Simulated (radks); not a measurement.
Results of a calculation; reference values are marked as such.
Initial-state core-level shifts of neutral europium when its valence configuration changes from [Xe] 4f7 6s2. Code: a radial shooting solver on a logarithmic mesh with Libxc functionals. Model: Dirac Kohn-Sham, PBEsol, spin-unpolarised, spherical densities, finite nucleus; open shells fill j = l - 1/2 first; Fermi nuclear charge, rms radius 5.1115 fm. Shifts are changes of the shell-averaged eigenvalues in eV (positive: less bound); the change of the density at the nucleus, which sets a Mossbauer isomer shift, is in e/bohr^3, on a base of 5.784e+05.

| valence | 2s | 2p | 3s | 3d | density at nucleus |
|---|---|---|---|---|---|
| 4f6 5d1 6s2 | -6.562 | -6.477 | -7.412 | -7.311 | +32.16 |
| 4f6.5 5d0.5 6s2 | -3.117 | -3.079 | -3.504 | -3.458 | +15.24 |
| 4f6.5 5d0.5 6s1 6p1 | -4.255 | -4.217 | -4.635 | -4.589 | -6.51 |
| 4f7 5d1 6s1 | +1.018 | +1.018 | +0.975 | +0.984 | -24.57 |
| 4f6 6s2 6p1 | -9.731 | -9.644 | -10.524 | -10.435 | +45.27 |
| 4f6 5d0.5 6s1.5 6p1 | -8.659 | -8.573 | -9.482 | -9.387 | +26.04 |
| 4f5.5 5d0.5 6s2 6p1 | -13.659 | -13.516 | -14.989 | -14.838 | +64.68 |
| 4f4 6s2 6p3 | -34.922 | -34.566 | -38.037 | -37.704 | +167.22 |
| 4f4 5d1 6s1 6p3 | -31.862 | -31.511 | -35.073 | -34.717 | +108.43 |
